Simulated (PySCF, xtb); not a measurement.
CH5BOS. Atoms are numbered in the order given.

```xyz
9

B      0.1171     0.4061     0.0000
C     -1.0738     1.4425     0.0000
H     -1.0122     2.0993    -0.8863
H     -1.0122     2.0993     0.8863
H     -2.0684     0.9733     0.0000
O      1.4274     0.7801     0.0000
H      1.5494     1.7381     0.0000
S     -0.2531    -1.3771     0.0000
H      1.0314    -1.8034     0.0000
```

Geometry: B3LYP-D3(BJ)/def2-SVP. Other conformers were not sampled.

Level of theory: IEF-PCM-PBE0/def2-SVP in PySCF 2.14.0.

The values are the electrostatic part of the solvation free energy, E(continuum) − E(gas) at the gas-phase geometry, in a cavity of scaled van der Waals radii (PySCF's table); cavitation and dispersion terms are not included. In vacuum the orbital gap is 7.99 eV. The dipole moment in vacuum is 2.29 D.

Computed values in water (ε = 78.36), chloroform (ε = 4.71), N,N-dimethylformamide (ε = 37.22):
```csv
solvent,ε,ΔG(elec) (kcal/mol),dipole (D),gap (eV)
water,78.36,-5.3,2.93,8.21
chloroform,4.71,-3.7,2.73,8.14
"N,N-dimethylformamide",37.22,-5.2,2.91,8.20
```

For comparison, GFN2-xTB/ALPB(water) (xtb, at the GFN2-xTB geometry, all terms of that model) gives -4.4 kcal/mol.
